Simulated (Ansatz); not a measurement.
`[SnH3][SnH3]` + CH₃OH → `C[O][SnH3]` + `[SnH4]` at 500 K and 1 bar (cleavage of the Sn–Sn bond).

Computed with Ansatz on PBE0-D4/def2-TZVP structures; ΔE is electronic, products minus reactants. CCSD(T)/CBS is the MP2 limit (def2-TZVPP, def2-QZVPP) plus CCSD(T) − MP2 in def2-TZVPP, frozen cores. This one scheme is used for every species. def2 core potentials past Kr. For Sn outer-core shells are correlated without core-valence functions, which leaves a few kJ/mol of doubt a bond.

```
       species  CCSD(T)/CBS energy (Eh)  H − E (kJ/mol)  S (J/(mol·K))
`[SnH3][SnH3]`               -431.62947           146.5          384.0
         CH₃OH               -115.61712           157.0          265.4
  `C[O][SnH3]`               -330.83288           199.9          376.8
      `[SnH4]`               -216.39156            91.5          258.6
```

H − E and S are ideal-gas, rigid-rotor, harmonic terms from PBE0-D4/def2-TZVP. 1 Eh = 2625.50 kJ/mol, R = 8.31446 J/(mol·K).

Question: By hand: ΔE, ΔH, ΔS and ΔG.

Answer: ΔE = (-330.83288) + (-216.39156) − (-431.62947) − (-115.61712) = 0.02215 Eh = 58.2 kJ/mol. Δ(H − E) = 199.9 + 91.5 − 146.5 − 157.0 = -12.1, so ΔH = 46.1 kJ/mol. ΔS = 376.8 + 258.6 − 384.0 − 265.4 = -14.0 J/(mol·K). ΔG = 46.1 − 500 × (-14.0)/1000 = 53.1 kJ/mol.

Question: By hand: the equilibrium constant, and the temperature at which ΔG would vanish if ΔH and ΔS stayed fixed.

Answer: log₁₀ K = −ΔG/(RT ln 10) = -5.5. ΔH and −TΔS have one sign here, so there is no such temperature.

The number of gas molecules stays the same, so ΔS is small and ΔH decides. A doubt of 5 kJ/mol in ΔE shifts log₁₀ K by 0.5 here. These are equilibria of isolated gas molecules and say nothing of rates. Largest T1 diagnostic: 0.013 (customary marks: 0.02 for closed shells, 0.045 for open ones).
